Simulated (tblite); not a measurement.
Species: C6H7N3.
SMILES with atom numbers: `[CH2:1]=[CH:2][c:3]1[cH:4][n:5][n:6][n:7][c:8]1[CH3:9]` (hydrogens: H10, H11 on C1; H12 on C2; H13 on C4; H14, H15, H16 on C9)

Cartesian coordinates in Å at the GFN2-xTB level; atoms count from 1:
```xyz
16
C6H7N3 angstrom
C     -1.6563   -1.9053    0.0571
C     -1.1638   -0.7121    0.3649
C      0.2185   -0.3220    0.1331
C      1.2804   -1.2287    0.1584
N      2.5301   -0.8550   -0.0597
N      2.8089    0.3882   -0.2655
N      1.8974    1.2991   -0.2931
C      0.6131    1.0051   -0.1236
C     -0.3512    2.1369   -0.2302
H     -1.0572   -2.6667   -0.4139
H     -2.6861   -2.1552    0.2447
H     -1.8010    0.0452    0.8012
H      1.1303   -2.2781    0.3718
H     -1.1308    1.9072   -0.9546
H     -0.8230    2.3189    0.7352
H      0.1832    3.0316   -0.5372
```

Level: GFN2-xTB in tblite, geometry and Hessian alike; calculated harmonic values, unscaled, isolated species. The method is semi-empirical: single wavenumbers can be off by several per cent or more. One conformer, not necessarily the lowest.

Harmonic wavenumbers (cm⁻¹): 78.4, 91.5, 143.9, 192.1, 222.1, 309.6, 337.9, 435.1, 489.9, 518.1, 617.8, 668.9, 754.1, 782.0, 879.7, 899.5, 903.2, 994.3, 1006.2, 1014.7, 1024.1, 1087.7, 1160.6, 1174.8, 1253.7, 1287.4, 1345.2, 1380.1, 1391.0, 1414.2, 1458.4, 1463.0, 1475.8, 1495.1, 1668.0, 3005.2, 3021.4, 3060.9, 3062.9, 3065.0, 3109.2, 3137.3.

A = 2677, B = 1602, C = 1019 MHz; mass 121.064 u (most abundant isotopes); point group C1, symmetry number 1.

Problem. Zero-point energy?

Solution. ½Σν̃ = 26440 cm⁻¹ = 316.29 kJ/mol.

Problem. Entropy at 350 K, 1 bar (ideal gas, RRHO, classical rotation)?

Solution. Translation 172.01, rotation 122.03, vibration 108.39: S = 402.4 J/(mol K).

Problem. And Cp and H(350 K) − H(0)?

Solution. Cp = 156.21 J/(mol K), of which vibrations give 122.95 (their classical limit is 42 R = 349.2); H(350 K) − H(0) = 32.46 kJ/mol without the zero-point energy, 20.82 from vibrations.

Problem. Which modes carry the vibrational entropy at 350 K?

Solution. 78.4 cm⁻¹: 17.76; 91.5 cm⁻¹: 16.49; 143.9 cm⁻¹: 12.80; 192.1 cm⁻¹: 10.49; 222.1 cm⁻¹: 9.35; 309.6 cm⁻¹: 6.85 J/(mol K); the other 36 give 34.63 together.

Problem. How do the functions run with temperature in this model?

Solution. 
```
T (K)  S (J/(mol K))  Cp (J/(mol K))  H − H(0) (kJ/mol)  G − H(0) (kJ/mol)  ln q(vib)
  100          275.0            67.1               4.79             -22.72       0.97
  200          332.0           101.1              13.20             -53.20       2.87
  300          379.8           137.7              25.11             -88.83       4.86
  500          466.7           205.0              59.71            -173.64       8.98
  800          578.3           268.4             131.68            -330.95      15.08
 1000          641.2           294.6             188.14            -453.03      18.92
```

q(vib) and H(0) count from the zero-point level.

Problem. What must be added to the electronic energy to get the Gibbs energy at 350 K and 1 bar?

Solution. ZPE + [H(350 K) − H(0)] − T·S = 316.29 + 32.46 − 140.85 = 207.90 kJ/mol.

Problem. Blend soft modes into free rotors: weight 1/[1 + (100 cm⁻¹/ν̃)⁴] for the oscillator and the rest for a rotor with moment μB/(μ + B), μ = h/(8π²ν), B = 10⁻⁴⁴ kg m². What vibrational entropy results?

Solution. 102.99 J/(mol K) in place of 108.39, which changes −T·S at 350 K by +1.89 kJ/mol.

Hindered rotation and anharmonicity are outside this model. Other conformers, if any are populated, would add a mixing term that is left out. The structure is chiral; the term R ln 2 for an equal mix with its mirror image is left out.
